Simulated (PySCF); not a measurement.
Isomers of C9H10Se. Method: PBE0-D3(BJ)/def2-SVP geometry optimisation, gas phase in PySCF. Energies are electronic, without zero-point or thermal terms, for one conformer each. No frequencies were run at this level. Point groups hold within 0.08 Å.

Question: Order them by energy at this level, lowest first, and give relative energies in kcal/mol.
A. `[CH3:1][Se:2][C:3]1=[CH:4][C@H:5]2[CH:6]=[CH:7][C@@H:8]1[CH:9]=[CH:10]2` with C1–Se2–C3–C4 1°
B. `[CH3:1][C@H:2]1[CH2:3][c:4]2[cH:5][cH:6][cH:7][cH:8][c:9]2[Se:10]1` with C1–C2–C3–C4 160°, C2–C3–C4–C5 155°, C8–C9–Se10–C2 -165°, C1–C2–Se10–C9 -154°

Answer: B (0.0), A (61.3).

As drawn, the lower has an aromatic ring, which the higher lacks; the higher has a C=C bond outside aromatic rings, which the lower lacks.

```
                       SMILES       E (Eh)  E rel (kcal/mol)  dipole (D)  point group       A, B, C (MHz)
        C[C@H]1Cc2ccccc2[Se]1  -2749.32388               0.0        1.58           C1  1985, 750.2, 554.4
C[Se]C1=C[C@H]2C=C[C@@H]1C=C2  -2749.22618              61.3        1.10      near Cs  2244, 635.5, 600.7
```
